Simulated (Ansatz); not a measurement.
`C[S][GeH2][CH3]` + H₂S → `[CH3][GeH2][SH]` + CH₃SH at 298.15 K and 1 bar (ligand exchange at a Ge–S bond).

Isolated molecules relaxed with PBE0-D4/def2-TZVP in Ansatz; ΔE leaves out vibrations. CBS: MP2 limit from def2 TZ/QZ plus the TZ coupled-cluster correction, frozen cores. This one scheme is used for every species. For Ge outer-core shells are correlated without core-valence functions, which leaves a few kJ/mol of doubt a bond. Scalar relativity is left out up to krypton. One conformer a species, not always the lowest.

| species | CCSD(T)/CBS energy (Eh) | H − E (kJ/mol) | S (J/(mol·K)) |
| --- | --- | --- | --- |
| `C[S][GeH2][CH3]` | -2554.83183 | 262.6 | 364.3 |
| H₂S | -398.97279 | 49.9 | 205.7 |
| `[CH3][GeH2][SH]` | -2515.57584 | 180.5 | 327.9 |
| CH₃SH | -438.22835 | 133.0 | 253.2 |

H − E and S are ideal-gas, rigid-rotor, harmonic terms from PBE0-D4/def2-TZVP, for one conformer and one mirror image of each species. 1 Eh = 2625.50 kJ/mol, R = 8.31446 J/(mol·K).

Task: By hand: ΔE, ΔH, ΔS and ΔG.

Result: ΔE = (-2515.57584) + (-438.22835) − (-2554.83183) − (-398.97279) = 0.00043 Eh = 1.1 kJ/mol. Δ(H − E) = 180.5 + 133.0 − 262.6 − 49.9 = 1.0, so ΔH = 2.1 kJ/mol. ΔS = 327.9 + 253.2 − 364.3 − 205.7 = 11.1 J/(mol·K). ΔG = 2.1 − 298.15 × (11.1)/1000 = -1.2 kJ/mol.

Task: By hand: the equilibrium constant, and the temperature at which ΔG would vanish if ΔH and ΔS stayed fixed.

Result: log₁₀ K = −ΔG/(RT ln 10) = 0.2. ΔG = 0 at ΔH/ΔS = 189 K, though so small a ΔH makes that figure unsure.

TΔS isn't small against ΔH here. The sign of ΔG lies within the doubt. A doubt of 5 kJ/mol in ΔE shifts log₁₀ K by 0.9 here. Other conformers and mirror images would add mixing entropy, several J/(mol·K) or more a flexible species. Modes under 60 cm⁻¹, often nearly free rotors, make the harmonic entropy too high. These are equilibria of isolated gas molecules and say nothing of rates. Largest T1 diagnostic: 0.010 (customary marks: 0.02 for closed shells, 0.045 for open ones).
